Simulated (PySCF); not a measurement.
Electron correlation in Ni(2+) (nickel, charge +2)

[Ar] 3d8, high-spin 3F determinant. Computed with PySCF 2.14 in aug-cc-pVDZ, with no relativity, point nucleus. Frozen: [Ar]; 8 electrons correlated.

| level | correlation energy (mhartree) |
| --- | --- |
| CCSD | -203.10 |
| (T) | -3.25 |
| CCSD(T) | -206.35 |

Diagnostics: T1 = 0.0075, D1 = 0.0109, largest double amplitude 0.027.

Cost of the coupled-cluster step: roughly 4 core-seconds, for 8 correlated electrons.
